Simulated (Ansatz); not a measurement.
Species: ZrH3F, charge 0, singlet. ZrH3F (SMILES [F][ZrH3]).
B3LYP-D3(BJ)/def2-TZVP minimum from Ansatz (a program for electronic structure):
```
Zr
F 1 1.8883
H 1 1.8511 2 108.67
H 1 1.8511 3 110.26 2 -119.00
H 1 1.8511 3 110.26 4 -122.00
```
Charge 0, spin multiplicity 1.

Total energies in def2-TZVPP, 14 correlated electrons, 5 frozen orbitals. Radicals and triplets start from unrestricted determinants; spin-orbit coupling is neglected. Correlated methods leave the cores frozen (noble-gas shells, and filled d and f shells in the p block). Past Kr the def2 sets carry scalar-relativistic core potentials.

```
method    program  energy (Eh)  minus CCSDT(Q) (mEh)
--------  -------  -----------  --------------------
HF         Ansatz   -147.79556                416.23
MP2        Ansatz   -148.18078                 31.01
CCSD       Ansatz   -148.19824                 13.56
CCSD(T)    Ansatz   -148.21084                  0.95
CCSDT(Q)   Ansatz   -148.21179                  0.00
```

Rough core times of Ansatz's runs on a shared machine: CCSD(T) under 20 s, CCSDT(Q) 10 min.
